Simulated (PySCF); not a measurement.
## Cu- (copper, charge -1) across methods

[Ar] 3d10 4s2, closed-shell 1S. Computed with PySCF 2.14 in aug-cc-pwCVTZ-DK with one added diffuse shell each of s, p, d, f, g type (11s10p8d5f4g, 152 functions), with scalar relativity by spin-free X2C-1e.

| method | E (hartree) | mean ε 3p (eV) | mean ε 4s (eV) | mean ε 3d (eV) | Σ⟨r²⟩ (bohr²) | ⟨S²⟩ |
| --- | --- | --- | --- | --- | --- | --- |
| PBE | -1654.610 | -65.872 | 0.912 | 1.216 | 61.47 | 0.000 |
| PBE0 | -1654.573 | -70.809 | 0.432 | -0.822 | 61.50 | 0.000 |
| r2SCAN | -1654.795 | -68.057 | 0.804 | 1.232 | 58.29 | 0.000 |
| UHF | -1653.15036 | -86.045 | -0.603 | -7.599 | 74.75 | 0.000 |
| LDA | -1651.991 | -65.596 | 0.817 | 1.084 | 58.67 | 0.000 |

The highest occupied level is positive at PBE, PBE0, r2SCAN, LDA: only the finite basis holds that electron, which in a density functional comes from self-interaction.
